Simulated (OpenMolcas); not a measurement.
**Au2+: moving or changing the point charges**

Au2+ among 6 point charges of -1 e arranged as a trigonal prism (D3h), 1.9 Å from the ion, with a polar angle of 46.2° against the regular 49.1°.

* Program: OpenMolcas 26.06
* Method: SS-CASPT2, IPEA 0.25 Eh, imaginary shift 0.1 Eh (closed shells correlated: 4f 5s 5p)
* Basis: ANO-RCC-VTZP [8s7p5d3f1g]
* Scalar Hamiltonian: DKH2, point nucleus
* Active space: 9 electrons in 5 orbitals (5d)
* State averaging: 2S+1 = 2 even, 5 roots
* Spin-orbit coupling: state interaction with AMFI integrals over the reference wave functions

Runs around this geometry, states (labels of D3, the rotations of D3h). Energies in cm-1 above the lowest state or level, χT in cm3 K/mol.

| R (Å) | q (e) | Polar angle / regular | Ground state | First state of that spin | First gap with spin-orbit (degeneracies) | χT at 300 K |
| --- | --- | --- | --- | --- | --- | --- |
| 1.9 | -0.5 | 0.94 | 2E | 2A1 1960 | 550 (2, 2) | 0.995 |
| 1.78 | -1 | 0.94 | 2E | 2A1 7490 | 2630 (2, 2) | 0.591 |
| 1.9 | -1 | 0.94 | 2E | 2A1 4930 | 1670 (2, 2) | 0.661 |
| 2.11 | -1 | 0.94 | 2E | 2A1 2650 | 760 (2, 2) | 0.875 |
| 1.9 | -1 | 1.02 | 2E | 2A1 4680 | 1690 (2, 2) | 0.663 |

Taking the first state of the same spin as R^-n, n = -ln(2650 / 7490) / ln(2.11 / 1.78) = 6.1 between the shortest and longest distance.

Scaling the charges by -0.5 / -1 = 0.50 scales the first state of the same spin by 1960 / 4930 = 0.40; with fixed orbitals a first-order splitting would follow the charge.

Roots that are degenerate in the reference are averaged as groups; the widest CASPT2 spread within a group is 110 cm-1 (the 2-fold group of multiplicity 2 near 3690 cm-1 above the lowest state of its run, R = 1.9, q = -0.5, ratio = 0.94). Shifts and gaps below about the spread of the groups concerned are not significant. An orbital doublet at a regular site is open to a Jahn-Teller distortion, which this geometry leaves out. Free-ion shares, where given, are those of the reference states; single-state CASPT2 does not remix them. The ground term spreads over less than 5000 cm-1, several times less than with real ligands, so orbital moments are less quenched and χT lies further from the spin-only value than at real sites (holds for R = 1.9, q = -0.5, ratio = 0.94). This is an electrostatic model: the charges have no orbitals. No measured value stands beside these numbers.
